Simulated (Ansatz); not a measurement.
CH7AlBGaSi, SMILES `[BH2][Ga]1[CH2][SiH2][AlH]1`, relaxed with RKS PBE0-D4/def2-TZVP in the Gaussian-basis code of Ansatz from a GFN2-xTB geometry. The force threshold is 0.005 eV/Å; the program also tests the step.

Charge 0, multiplicity 1.

Start:

```xyz
12

B     0.902    1.808    2.374
Ga    0.492    0.229    1.022
C    -0.920    0.309   -0.536
Si   -0.503   -0.980   -1.919
Al    0.806   -2.044   -0.128
H     0.398    1.868    3.437
H     1.809    2.536    2.185
H    -1.870   -0.009   -0.075
H    -1.113    1.302   -0.953
H    -1.767   -1.332   -2.615
H     0.258   -0.230   -2.960
H     1.508   -3.457    0.167
```

Problem. By how much does the energy fall, and how many steps does the optimiser take? (Estimate.)

Solution. Ansatz gave: 0.32 eV, in 16 steps, 1 of them rejected.

Problem. Which bonds change most? (An estimate is asked.)

Solution. Computed: Ga2–C3 from 2.104 to 2.015 Å; B1–Ga2 from 2.119 to 2.045 Å; C3–Si4 from 1.936 to 1.891 Å; B1–H6 from 1.177 to 1.198 Å.

Problem. Give the relaxed structure. (Estimate.)

Solution. The calculation gave: 
```xyz
12

B     1.006    1.721    2.190
Ga    0.272    0.299    0.916
C    -1.175    0.323   -0.487
Si   -0.440   -0.819   -1.803
Al    0.789   -2.027   -0.053
H     0.627    1.812    3.323
H     1.919    2.430    1.873
H    -2.027   -0.190   -0.017
H    -1.513    1.307   -0.815
H    -1.404   -1.329   -2.824
H     0.600   -0.039   -2.553
H     1.346   -3.488    0.250
```
